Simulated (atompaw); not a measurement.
# What one change does to a pseudopotential (I (Z = 53), PAW (atompaw))

atompaw 4.2.0.5 input, output lines left out:

```
I 53
LDA-PW scalarrelativistic loggrid 1500 logderivrange -5 5 251
5 5 4 0 0 0
5 1 3
0 0 0
c
c
c
c
v
c
c
c
v
c
c
2
1.85 1.40 1.75 1.05
y
-1.45
n
y
2.35
n
y
0.1
n
custom rrkj vanderbiltortho gaussian
3 0 troulliermartins
1.85
1.85
1.80
1.80
1.75
```

Change: all radii scaled by about 1.05 (s 1.94, p 1.90, d 1.84 bohr); local potential troulliermartins scheme with l = 3 at 0 Ry, radius 1.84 bohr; augmentation gaussian compensation charge, radius 1.48 bohr; PAW radius 1.94 bohr; waves and projectors: custom rrkj vanderbiltortho; core correction smooth core density matched at 1.10 bohr.

Cutoffs: the cutoffs (Ry, on a coarse ladder) from which the occupation-weighted sum of valence levels, in a spherical-Bessel basis at the reference potential, stays within 10 and 1 mRy of its value at 400 Ry; they do not see the model core or the augmentation charge, which bear on the density cutoff.

What does the change do?

The potential gets softer (45 Ry and 45 Ry → 8 Ry and 21 Ry); the bound ghosts move from d, p, s to p, s. A larger radius leaves more room for a smooth pseudo-wave, so fewer plane waves are needed.

| quantity | base | changed |
| --- | --- | --- |
| cutoff, loose | 45 Ry | 8 Ry |
| cutoff, tight | 45 Ry | 21 Ry |
| bound ghosts | s, p, d | s, p |
| lowest overlap eigenvalue by channel | s 0.22, p 0.47, d 1.00 | s 0.19, p 0.45, d 1.00 |

 A true bound ghost makes a file unfit for plane-wave use even where its test errors are small: the radial tests pick states by their node count and pass the ghost by. The cutoffs see the waves, projectors and local potential, not the compensation charge or the core.
